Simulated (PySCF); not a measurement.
Mg(NH2)(SMe), CH5MgNS, SMILES C[S][Mg][NH2], singlet at its PBE0/def2-SVP optimised geometry (Å):

```
9

Mg     0.6915    -0.9078     0.0000
N      2.5783    -0.9078     0.0000
H      3.1845    -0.4084    -0.6445
H      3.1828    -1.4266     0.6307
S     -1.6186    -0.9301    -0.0125
C     -2.0865     0.4583     1.0888
H     -1.7337     0.3093     2.1191
H     -3.1845     0.4958     1.1098
H     -1.7225     1.4266     0.7170
```

Calculation: PBE0/def2-TZVP (PySCF 2.14.0). Cells within 0.4 Å of a nucleus heavier than hydrogen are left out (blank, or x).

Map of the deformation density (molecule minus spherical neutral atoms) (e/bohr³) on the plane z = 0.0 Å:

```
|1111111111111111111111111111111|
|1111111111111111111111111111111|
|1111111111111111111111111111111|
|1111111111111111111111111111111|
|1111111111111111111111111111111|
|1111111111111111111111111111111|
|1111111111111111111111111111111|
|1111111111111111111111111111111|
|1111111111111111111111111111111|
|1111111111001111111111111111111|
|1111111110000111111111111111111|
|1111111000000111111111111111111|
|1111110000000011111111111111111|
|1111110000000010000111111111111|
|1111110000111110000111111111111|
|1111110001111111000122221001111|
|1111110000001321110134442001111|
|1111111000xx2431xx0269xx1001111|
|1111111113xx3431xx0269x31001111|
|1111111123422321010134442001111|
|1111111112211110000122211001111|
|1111111111111110000111111111111|
|1111111111111111000111111111111|
|1111111111111111111111111111111|
|1111111111111111111111111111111|
|1111111111111111111111111111111|
|1111111111111111111111111111111|
|1111111111111111111111111111111|
|1111111111111111111111111111111|
|1111111111111111111111111111111|
|1111111111111111111111111111111|
```
Scale: ten equal steps from -0.011 (start of '0') to 0.072 (end of '9'), in the order '0123456789'; x runs from -5.50 to 5.50, y from -5.50 (bottom) to 5.50 (top).
